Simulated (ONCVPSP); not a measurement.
## What one change does to a pseudopotential (aluminium, ONCV)

- Element: Al
- Generator: ONCVPSP 4.0.1
- Type: optimised norm-conserving Vanderbilt (ONCV)
- Functional: PW91
- Relativity: scalar-relativistic
- Frozen core: [Ne]
- Valence charge: 3
- Reference configuration: 3s1 3p2
- Partial waves: 3s: rc 1.80 bohr, ncon 4, nbas 9, qcut 4.6 1/bohr, 2 projectors, debl 1.2 Ha; 3p: rc 2.10 bohr, ncon 4, nbas 8, qcut 4.3 1/bohr, 2 projectors, debl 2.7 Ha
- Local potential: polynomial inside 1.15 bohr (lpopt 5, dvloc0 6 Ha)
- Core correction: none

All-electron outer shells of the reference configuration (PW91, scalar-relativistic, ld1.x):

```
shell  level (eV)  outermost node (bohr)  outermost maximum (bohr)
   2s     -110.04                   0.16                      0.50
   2p      -71.60                      –                      0.43
   3s       -8.61                   0.80                      2.06
   3p       -3.37                   0.81                      2.58
```

Change: p: qcut 2.5.

Cutoffs: the cutoffs (Ha) at which the residual kinetic energy of the hardest occupied pseudo-wave falls to 1 and 0.1 mHa per electron; they do not see the model core or the augmentation charge, which bear on the density cutoff. Errors are all-electron minus pseudo energies relative to the spin-unpolarised reference configuration.

Task: Predict the effect on cutoff, ghosts and configuration errors.

Result: The potential gets neither clearly harder nor softer (6.2 Ha and 8.1 Ha → 6.2 Ha and 8.1 Ha); of the 4 tests that both files solve, the error grows in 2 and shrinks in 0 by more than 15 % and 0.3 meV (median size 3.9 → 4.6 meV); neither file shows a bound ghost.

| quantity | base | changed |
| --- | --- | --- |
| cutoff, loose | 6.2 Ha | 6.2 Ha |
| cutoff, tight | 8.1 Ha | 8.1 Ha |
| loose cutoff by channel | s 6.2 Ha, p 2.2 Ha | s 6.2 Ha, p 2.2 Ha |
| bound ghosts | none | none |
| GHOST(+) flags under 300 eV | none | none |
| error for 3s2 3p1, meV [ΔE -5.15 eV] | +6.3 | +6.7 |
| error for 3s2 3p0, meV [ΔE 0.65 eV] | +1.1 | +1.7 |
| error for 3s1 3p0, meV [ΔE 19.93 eV] | -1.6 | -2.4 |
| error for 3s0 3p3, meV [ΔE 5.32 eV] | +9.2 | +9.8 |
| s: phases at 1.83 bohr within 0.05 rad from the reference energy up to (Ha; the scan ends near 5) | 3.1 | 3.1 |
| p: phases at 2.13 bohr within 0.05 rad from the reference energy up to (Ha; the scan ends near 5) | 3.4 | 3.4 |
